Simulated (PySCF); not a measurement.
An unknown gives this computed stick spectrum. Computed with TDDFT CAM-B3LYP/def2-SVPD, vertical, gas phase, core orbitals frozen in the response (PySCF 2.14.0, density-fitted response routines). Geometries: GFN2-xTB, one conformer each.

```tsv
state	E (eV)	f
S1	5.80	0.0009
S2	6.17	0.0063
S3	6.44	0.019
S4	6.86	0.0025
S5	7.10	0.017
S6	7.17	0.0082
S7	7.23	0.017
S8	7.39	0.016
```

Task: Which structure fits?
A. `CNC[Si@H](N)C#N`
B. `C(/C)(=C(/CF)[SiH3])CF`
C. `C=CC(=C)[Si@H](P)N=C`

Result: A. Its S1 lies at 5.80 eV; the nearest of the others has S1 at 6.33 eV. S1 is HOMO→LUMO (57%), HOMO→LUMO+1 (29%), HOMO→LUMO+2 (8%). Löwdin shares by element: HOMO nitrogen 59% or more, carbon 21% or more, hydrogen 5% or more; LUMO nitrogen 26% or more, silicon 25%, carbon 16% or more (atoms not listed hold the other 34%). At the same level the other candidates give, for their lowest levels:
- `C=CC(=C)[Si@H](P)N=C`: 3.97 eV (f 0.000); 5.73 eV (f 0.294); 5.76 eV (f 0.043); 5.91 eV (f 0.027); 5.94 eV (f 0.025); T1 3.25 eV; HOMO -8.07, LUMO 0.02 eV
- `C/C(CF)=C(/[SiH3])CF`: 6.33 eV (f 0.329); 6.67 eV (f 0.004); 6.97 eV (f 0.007); 7.66 eV (f 0.015); 7.84 eV (f 0.005); T1 3.91 eV; HOMO -8.85, LUMO 0.29 eV

Conformer computed: `[CH3:1][NH:2][CH2:3][Si@H:4]([NH2:5])[C:6]#[N:7]`: C1–N2–C3–Si4 180°, N2–C3–Si4–N5 173°, H–N5–Si4–C3 50°, H–N5–Si4–C3 -169°.
Triplets come from the Tamm–Dancoff approximation.
